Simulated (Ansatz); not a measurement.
The cluster Tl₆, relaxed as a singlet with RKS PBE-D4/def2-SVP in Ansatz, starting from the GFN1-xTB geometry. Force threshold 0.02 eV/Å.

In the def2 sets Tl takes a core potential; there is no spin–orbit coupling. The restricted singlet is unstable towards broken spin symmetry in Hartree–Fock (as tested in another run); at PBE-D4/def2-SVP this wasn't settled. The structure comes from a short search, and lower isomers may exist.

Start:

| atom | x (Å) | y (Å) | z (Å) |
| --- | --- | --- | --- |
| Tl1 | 1.461 | -0.372 | 1.843 |
| Tl2 | 1.324 | 1.898 | -0.589 |
| Tl3 | -1.500 | 1.772 | -0.540 |
| Tl4 | -1.373 | -1.467 | -1.281 |
| Tl5 | -1.366 | -0.489 | 1.893 |
| Tl6 | 1.453 | -1.341 | -1.326 |

```tsv
step	energy (eV)	largest force component (eV/Å)	SCF passes
1	-28176.5805	1.086	46
2	-28177.1579	0.192	27
3	-28177.2379	0.078	24
4	-28177.2459	0.036	23
5 (rejected)	-28177.2413	0.050	23
6	-28177.2474	0.007	23
```

Force components are those of the run's own axes.

End:

```xyz
6

Tl    1.5977   -0.6543    1.9187
Tl    1.4366    1.9508   -0.8831
Tl   -1.6300    1.8181   -0.8347
Tl   -1.4738   -1.2300   -1.0600
Tl   -1.4690   -0.7851    1.9678
Tl    1.5385   -1.0995   -1.1086
```

Bonds lost: Tl1–Tl2, Tl3–Tl5 (atoms count from 1).

No frequencies were taken in this run, so the end may be a saddle point.

Run time 22 s (4 threads of Arm Neoverse V1 on a shared host).
